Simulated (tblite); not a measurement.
Compound: C3H9FSSi2.
Geometry (GFN2-xTB, Å), atoms numbered from 1 in this order:
```xyz
16
C3H9FSSi2 angstrom
C     -1.3718   -1.7974    0.2153
C     -1.2879   -0.5736    0.7146
Si    -0.2602    0.8156   -0.0272
C     -1.1914    2.0289   -1.1341
F      0.3060    1.6435    1.2536
S      1.4401    0.0617   -1.1127
Si     2.6125   -0.8650    0.4285
H     -1.9739   -2.5689    0.6696
H     -0.8332   -2.0799   -0.6753
H     -1.8457   -0.3373    1.6124
H     -2.0531    2.4386   -0.6162
H     -1.5405    1.5465   -2.0408
H     -0.5493    2.8553   -1.4244
H      3.0021    0.1446    1.4018
H      1.8012   -1.9088    1.0457
H      3.7377   -1.3949   -0.3223
```

Computed values, GFN2-xTB/tblite, gas phase, harmonic and unscaled. This tight-binding method is rough: wavenumbers can miss measured ones by several per cent, in bad cases by 10 to 20. Modes of hydrogen on silicon can be 10 to 20 % off. One conformer, not necessarily the lowest.

Harmonic wavenumbers (cm⁻¹): 34.7, 50.4, 74.7, 86.3, 92.3, 115.6, 136.5, 162.7, 204.6, 215.9, 350.1, 446.7, 500.9, 509.4, 533.6, 569.1, 680.2, 747.2, 753.7, 770.2, 779.0, 804.5, 837.4, 840.3, 925.6, 1007.8, 1025.3, 1266.5, 1369.7, 1414.4, 1464.6, 1467.0, 1667.9, 2296.3, 2332.4, 2359.6, 3035.9, 3042.9, 3045.9, 3058.5, 3081.3, 3105.3.

A = 1747, B = 1086, C = 925.0 MHz; mass 151.995 u (most abundant isotopes); point group C1, symmetry number 1.

Q: What is the zero-point energy?

A: Half the sum of the wavenumbers: 23631 cm⁻¹ = 67.57 kcal/mol.

Q: What is S at 350 K and 1 bar for an ideal gas of classical rigid rotors and harmonic oscillators?

A: Translation 41.79, rotation 30.07, vibration 46.76: S = 118.6 cal/(mol K).

Q: And Cp and H(350 K) − H(0)?

A: Cp = 46.22 cal/(mol K), of which vibrations give 38.27 (their classical limit is 42 R = 83.5); H(350 K) − H(0) = 10.55 kcal/mol without the zero-point energy, 7.77 from vibrations.

Q: How do the functions run with temperature in this model?

A: 
```
 T (K)  S (cal/(mol K))  Cp (cal/(mol K))  H − H(0) (kcal/mol)  G − H(0) (kcal/mol)  ln q(vib)
    50             62.5              17.4                 0.60                -2.53       1.08
   100             76.9              24.1                 1.65                -6.04       3.24
298.15            111.5              42.2                 8.26               -25.00      10.67
373.15            121.6              47.9                11.64               -33.75      13.09
   500            136.7              55.4                18.21               -50.16      16.89
   750            161.3              65.6                33.44               -87.54      23.52
  1000            181.2              72.4                50.75              -130.43      29.27
```

q(vib) and H(0) count from the zero-point level.

Q: Which modes carry the vibrational entropy at 350 K?

A: 34.7 cm⁻¹: 5.86; 50.4 cm⁻¹: 5.12; 74.7 cm⁻¹: 4.34; 86.3 cm⁻¹: 4.06; 92.3 cm⁻¹: 3.92; 115.6 cm⁻¹: 3.48 cal/(mol K); the other 36 give 19.98 together.

Q: Blend soft modes into free rotors: weight 1/[1 + (100 cm⁻¹/ν̃)⁴] for the oscillator and the rest for a rotor with moment μB/(μ + B), μ = h/(8π²ν), B = 10⁻⁴⁴ kg m². What vibrational entropy results?

A: 41.45 cal/(mol K) in place of 46.76, which changes −T·S at 350 K by +1.86 kcal/mol.

Hindered rotation and anharmonicity are outside this model. Other conformers, if any are populated, would add a mixing term that is left out. The structure is chiral; the term R ln 2 for an equal mix with its mirror image is left out.
